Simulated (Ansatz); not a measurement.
C2H2S, SMILES `C#CS` (charge 0, multiplicity 1).

Level of theory: frozen-core CCSD(T)/cc-pVQZ // PBE0-D3(BJ)/def2-TZVP (Ansatz, a program for electronic structure).

Ansatz 0.2 input:
```yaml
crystal:
  periodic: [false, false, false]
  atoms:
    - { symbol: C, position_ang: [1.240689, 0.104354, -0.183449] }
    - { symbol: C, position_ang: [0.083304, -0.192774, -0.326977] }
    - { symbol: S, position_ang: [-1.48886, -0.73995, -0.548616] }
    - { symbol: H, position_ang: [2.260462, 0.379798, -0.054447] }
    - { symbol: H, position_ang: [-2.0956, 0.448568, -0.374122] }
basis:
  gaussian: { orbitals: cc-pVQZ }
correlation:
  method: ccsd_t
```

Output:

```
Functional definition: HF
1355 factors; integrals over basis functions are off by at most 1.4e-3 eV
mean field evaluation 1: about -12906.9269 eV, gradient 2.8e1 eV
mean field evaluation 2: about -12906.9303 eV, gradient 2.8e1 eV
mean field evaluation 4: about -12909.2076 eV, gradient 3.5e0 eV
mean field evaluation 8: about -12909.2611 eV, gradient 3.2e-1 eV
mean field evaluation 16: about -12909.2050 eV, gradient 3.5e0 eV
mean field -12909.26199179 eV, -474.4066279862 hartree, gradient 4.7e-6 eV, S^2 0.000000; 0 other end points of the search recorded, 0 dependent functions left out
7 core orbitals not correlated
reference -12909.26199179 eV, -474.4066279862 hartree; 8, 8 occupied and 214, 214 virtual orbitals, 1355 factors
second order -13.95927190 eV of doubles, -0.00000000 eV of singles
cycle   1  -13.92708170 eV  change    3.2e-2 eV  update   9.2e-2
cycle   2  -14.34136192 eV  change   -4.1e-1 eV  update   2.9e-2
cycle   3  -14.42598308 eV  change   -8.5e-2 eV  update   1.3e-2
cycle   4  -14.42454448 eV  change    1.4e-3 eV  update   3.8e-3
cycle   5  -14.42656706 eV  change   -2.0e-3 eV  update   1.6e-3
cycle   6  -14.42684326 eV  change   -2.8e-4 eV  update   4.2e-4
cycle   7  -14.42681966 eV  change    2.4e-5 eV  update   1.5e-4
cycle   8  -14.42685375 eV  change   -3.4e-5 eV  update   6.2e-5
cycle   9  -14.42685368 eV  change    7.3e-8 eV  update   2.4e-5
cycle  10  -14.42683359 eV  change    2.0e-5 eV  update   8.0e-6
cycle  11  -14.42683416 eV  change   -5.7e-7 eV  update   2.8e-6
perturbative correction -0.79347899 eV, -0.0291598152 hartree
Total energy: -12924.48230495 eV, -474.9659641780 hartree
```
